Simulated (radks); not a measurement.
Values are calculated unless marked as measured or tabulated.
Valence configurations of the beryllium ion Be+ (all share [He]). Code: a radial shooting solver on a logarithmic mesh with Libxc functionals. Model: non-relativistic Kohn-Sham, r2SCAN, spin-polarised, spherical densities, point nucleus; open shells are filled with parallel spins first; meta-GGA in the generalised Kohn-Sham scheme. Energies are relative to 2s1; eigenvalues in eV for spin up.

valence      E (eV)  moment (Bohr magnetons)    e(2p)    e(2s)
2s1           0.000                        1        -  -14.618
2p1           4.452                        1  -10.229        -
2s0.5 2p0.5   2.252                        1  -10.175  -14.659

NIST lists [He] 2s1 as the ground configuration; this level of theory agrees among the configurations tried. The energies are those of spherical high-spin densities, not of single terms.
